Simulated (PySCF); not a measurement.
CH7BGeO2.
Bonds: C1–Ge2, Ge2–B3, B3–O4, B3–O5. Hydrogens: H6, H7, H8 on C1; H9, H10 on Ge2; H11 on O4; H12 on O5.

Computed with PBE0-D3(BJ)/def2-SVP geometry optimisation, gas phase (PySCF 2.14.0).

Q: What internal coordinates does the optimisation give?

A: 
| bond | length (pm) |
| --- | --- |
| C1–Ge2 | 195.6 |
| Ge2–B3 | 208.0 |
| B3–O4, B3–O5 | 135.9 |
| C1–H6, C1–H7, C1–H8 | 109.9 |
| Ge2–H9, Ge2–H10 | 155.0 |
| O4–H11, O5–H12 | 96.4 |

Bonds in one row agree within 1 pm and their mean is given. A selection of angles:
| angle | degrees |
| --- | --- |
| Ge2–C1–H6 | 111.4 |
| Ge2–C1–H7 | 110.0 |
| H6–C1–H7 | 108.8 |
| H7–C1–H8 | 108.2 |
| C1–Ge2–B3 | 111.2 |
| C1–Ge2–H9 | 109.7 |
| B3–Ge2–H9 | 110.6 |
| H9–Ge2–H10 | 105.5 |
| Ge2–B3–O4 | 117.1 |
| Ge2–B3–O5 | 124.7 |
| O4–B3–O5 | 118.2 |
| B3–O4–H11 | 111.5 |
| B3–O5–H12 | 113.5 |

Torsions: C1–Ge2–B3–O4 -22° (synperiplanar); H11–O4–B3–Ge2 180° (antiperiplanar); H12–O5–B3–Ge2 -1° (synperiplanar). The mirror-image conformer, all signs reversed, is as good.

O4 (boron-bound oxygen) is bent (angle 111.5°). Ge2 (germanium bonded to B, C and 2 H) is distorted tetrahedral (angles from 105.5° to 111.2°). B3 (three-coordinate boron) is planar (angles 124.7°, 118.2° and 117.1°, sum 360.0°, 0.00 Å off the plane of its three neighbours).

Point group: C1 (no symmetry element, even within 0.4 Å). Not checked by PBE0-D3(BJ)/def2-SVP frequencies. The numbers are those of one conformer (C1–Ge2–B3–O4 -22°, Ge2–B3–O4–H 180°, Ge2–B3–O5–H -1°).
